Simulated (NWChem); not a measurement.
Molecule: SiF$_{2}$, singlet; SMILES F[Si]F

```xyz
3

Si     0.0000     0.0000     0.5714
F      1.2460     0.0000    -0.4602
F     -1.2460     0.0000    -0.4602
```
Atoms are numbered in this order, from 1.

Low-valent species are run as closed-shell singlets; no triplet was tried in these runs. Coordinates come from a B3LYP/6-31G* (spherical d) optimisation.

Give the principal values of the shielding tensors (ppm) of Si1, F2 from PBE/cc-pVDZ, GIAO (NWChem), with their diamagnetic and paramagnetic parts as GIAO splits them.


```csv
atom,σ11,σ22,σ33,isotropic,diamagnetic,paramagnetic
Si1,211.6,367.6,517.9,365.7,878.1,-512.4
F2,-211.2,173.6,347.3,103.2,470.1,-366.9
```
